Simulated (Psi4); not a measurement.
Pair of molecules: HCl (SMILES Cl) (first 2 atoms) with CH3F (SMILES CF); geometry from B3LYP-D3(BJ)/def2-TZVP.
(charge 0, multiplicity 1):
```xyz
7

Cl     0.1652     0.0521    -0.1361
H      0.2154     0.5086     1.0704
C     -0.4887    -0.5500     3.5272
F      0.0507     0.6302     2.9951
H      0.2277    -0.9594     4.2379
H     -1.4256    -0.3009     4.0231
H     -0.6605    -1.2480     2.7087
```

All values below come from SAPT0/jun-cc-pV(D+d)Z (Psi4).

Task: Give the four SAPT terms and the total, and say what mostly holds the pair together.

Result: electrostatics -27.9, exchange 26.9, induction -8.1, dispersion -6.3, total -15.3 kJ/mol; the largest attraction is electrostatics.
